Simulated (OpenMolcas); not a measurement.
## Tc3+: moving or changing the point charges

Tc3+ among 3 point charges of -2.5 e arranged as a planar triangle (D3h), 1.96 Å from the ion.
```
   1.9600    0.0000    0.0000  -2.50
  -0.9800    1.6974    0.0000  -2.50
  -0.9800   -1.6974    0.0000  -2.50
```

```yaml
Program: OpenMolcas 26.06
Method: CASSCF
Basis: ANO-RCC-VTZP [7s6p4d2f1g]
Scalar_Hamiltonian: DKH2, point nucleus
Active_space: 4 electrons in 5 orbitals (4d)
State_averaging: 2S+1 = 5 even, 5 roots; 2S+1 = 3 even, 45 roots; 2S+1 = 1 even, 50 roots
Spin-orbit_coupling: RASSI with atomic mean-field integrals over the reference wave functions
```

Runs around this geometry, states (labels of D3, the rotations of D3h). Energies in cm-1 above the lowest state or level, χT in cm3 K/mol.

| R (Å) | q (e) | Ground state | First state of that spin | First gap with spin-orbit (degeneracies) | χT at 300 K | First state of another spin |
| --- | --- | --- | --- | --- | --- | --- |
| 1.96 | -1.25 | 5E | 5E 9456 | 5.2 (1, 1) | 1.192 | 3E 18583 |
| 1.96 | -2.5 | 5E | 5E 18579 | 4.8 (1, 1) | 1.219 | 3A2 10976 |
| 2.07 | -2.5 | 5E | 5E 15770 | 4.3 (1, 1) | 1.210 | 3A2 14336 |

Taking the first state of the same spin as R^-n, n = -ln(15770 / 18579) / ln(2.07 / 1.96) = 3.0 between the shortest and longest distance.

Scaling the charges by -1.25 / -2.5 = 0.50 scales the first state of the same spin by 9456 / 18579 = 0.51; with fixed orbitals a first-order splitting would follow the charge.

An orbital doublet at a regular site is open to a Jahn-Teller distortion, which this geometry leaves out. Without dynamic correlation the repulsion within the d shell is too large (B by tens of per cent), so at a given field states of lower spin stand too high. Point charges give a weaker field than real ligands, and real ions of this kind are as a rule low spin; the high spin found here belongs to the model. This shell can be high or low spin here, a state of another spin lies low, and with metal d orbitals alone active their balance is uncertain, so the ground spin may be wrong (holds for R = 1.96, q = -2.5; R = 2.07, q = -2.5). This is an electrostatic model: the charges have no orbitals. No measured value stands beside these numbers.
